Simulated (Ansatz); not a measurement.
One change: `B[O][Al]([OH])[F]` becomes `C[NH][Al]([OH])[F]`.

Ansatz, PBE0-D4/def2-TZVP geometries, multiplicity 1. Each molecule was computed in one conformer, which needn't be the lowest.

```
                                        property  `B[O][Al]([OH])[F]`
  size of the dipole moment (PBE/def2-TZVPP) / D                 1.71
            HOMO–LUMO gap (PBE0/def2-TZVPP) / eV                 7.25
              LUMO energy (PBE0/def2-TZVPP) / eV                -0.88
size of the dipole moment (B3LYP/def2-TZVPP) / D                 1.60
           LUMO energy (ωB97M-V/def2-TZVPP) / eV                 0.69
             HOMO–LUMO gap (PBE/def2-TZVPP) / eV                 4.90
```

(1) What does the change do to each property? (Best estimate.)

## Answers

(1) Ansatz gave: 
```
                                        property  `C[NH][Al]([OH])[F]`  shift
  size of the dipole moment (PBE/def2-TZVPP) / D                  0.85  -0.86
            HOMO–LUMO gap (PBE0/def2-TZVPP) / eV                  6.57  -0.68
              LUMO energy (PBE0/def2-TZVPP) / eV                 -0.32   0.56
size of the dipole moment (B3LYP/def2-TZVPP) / D                  0.81  -0.79
           LUMO energy (ωB97M-V/def2-TZVPP) / eV                  1.24   0.55
             HOMO–LUMO gap (PBE/def2-TZVPP) / eV                  4.35  -0.55
```

With PBE0 the HOMO rises by 1.24 eV and the LUMO rises by 0.56 eV, so the gap narrows by about 0.68 eV. PBE moves the HOMO by 1.16 eV and ωB97M-V by 1.25 eV. Dipoles are sizes alone; their direction can turn.

B3LYP here is the variant with VWN-RPA as its local correlation; programs differ in this.
